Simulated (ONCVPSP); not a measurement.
**What the settings do to the ONCV potential of N**

Base potential:

ONCVPSP 4.0.1 input, shortened (lines: element, Z, core and valence counts, functional; n l f; lmax; l rc ep ncon nbas qcut; lloc lpopt rc5 dvloc0; l nproj debl; icmod fcfact rcfact), PW91, scalar-relativistic:

```
  N 7.00    1    2  -109134      upf
    1    0    2.00
    2    0    1.00
    2    1    4.00
    1
    0    1.15    0.00    4    7    5.30
    1    2.60    0.00    4    7    5.40
    0    5    1.15    0.00
    0    0    1.80
    1    3    3.70
    1    0.35    0.00
```

All-electron outer shells of the reference configuration (PW91, scalar-relativistic, ld1.x):

| shell | level (eV) | outermost node (bohr) | outermost maximum (bohr) |
| --- | --- | --- | --- |
| 1s | -385.88 | – | 0.15 |
| 2s | -19.07 | 0.32 | 1.02 |
| 2p | -7.57 | – | 0.97 |

Cutoffs, loose and tight: the cutoffs (Ha) at which the residual kinetic energy of the hardest occupied pseudo-wave falls to 1 and 0.1 mHa per electron. They do not see the model core or the augmentation charge, which bear on the density cutoff. Test errors are all-electron minus pseudo excitation energies from the reference, over the configurations 2s2 2p3; 2s2 2p2; 2s2 2p1; 2s1 2p3. A dash means not determined; rows that change the core or the reference have their own tests. The largest error is taken over the tests solved by every variant that gives reliable tests at all: 2s1 2p3; 2s2 2p2; 2s2 2p3.

A true bound ghost makes a file unfit for plane-wave use even where its test errors are small: the radial tests pick states by their node count and pass the ghost by.

```tsv
change	outcome	cutoff, loose	cutoff, tight	bound ghosts	GHOST(+) flags above zero	largest test error (meV)
base	generated	65 Ha	90 Ha	none	none	+381
core correction Teter function, fcfact 4.75, rcfact 1.25	generated	65 Ha	90 Ha	none	none	+386
all radii but the core radius scaled by about 1.32 (s 1.52, p 3.42 bohr)	generated	12 Ha	39 Ha	none	none	+457
s: rc 1.5	generated	12 Ha	42 Ha	none	none	+376
s: ncon 5, nbas 8	generated	91 Ha	119 Ha	none	none	+384
core correction polynomial model core, fcfact 0.6	generated	65 Ha	90 Ha	none	none	+381
s: qcut 3.6; p: qcut 3.7	generated	77 Ha	95 Ha	p	p	+365
functional PBE	generated	65 Ha	90 Ha	none	none	+373
s: nproj 1; local potential polynomial inside 0.80 bohr (lpopt 5, dvloc0 1 Ha)	generated	65 Ha	90 Ha	none	p	+392
s: qcut 5.8	generated	40 Ha	87 Ha	none	none	+384
s: rc 1.04	generated	85 Ha	110 Ha	none	none	+384
```
